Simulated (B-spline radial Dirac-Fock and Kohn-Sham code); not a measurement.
Binding energies of Bi⁵⁵⁺ at several levels of theory

System: bismuth as Bi⁵⁵⁺ in the configuration [Ar] 3d10.

The density-functional columns are spherical, spin-unpolarised Dirac-Kohn-Sham results without Breit or QED terms: −ε is minus the orbital energy of the initial state and ΔSCF the difference of two total energies. The reference in the last column comes from Dirac-Fock ΔSCF + Breit + QED. All numbers are from a radial finite-basis atomic code, in eV; a selection of levels is shown. For the 1s level of heavy atoms much of the gap between ΔSCF and the reference is the Breit and QED part, -513.3 eV here; for other levels the error of the functional can be larger.

| level | LDA −ε | LDA ΔSCF | Dirac-Fock |
| --- | --- | --- | --- |
| 1s | 93604.9 | 94301.5 | 93794.8 |
| 2s | 19373.9 | 19535.9 | 19579.3 |
| 2p1/2 | 18768.6 | 18968.3 | 18915.4 |
| 2p3/2 | 16437.7 | 16608.1 | 16608.4 |
| 3s | 6886.9 | 6955.2 | 7002.3 |
| 3p1/2 | 6619.7 | 6692.0 | 6713.7 |
| 3p3/2 | 6071.3 | 6137.7 | 6164.8 |
| 3d3/2 | 5643.7 | 5720.1 | 5714.7 |
| 3d5/2 | 5525.0 | 5599.4 | 5598.5 |

For the outermost level NIST gives 5599 ± 5 eV (theoretical); the differences from it are LDA −ε -73.96, LDA ΔSCF +0.42, Dirac-Fock -0.54 eV.

Values without a named source are computed, but for edge energies of neutral atoms, which are taken from tables.
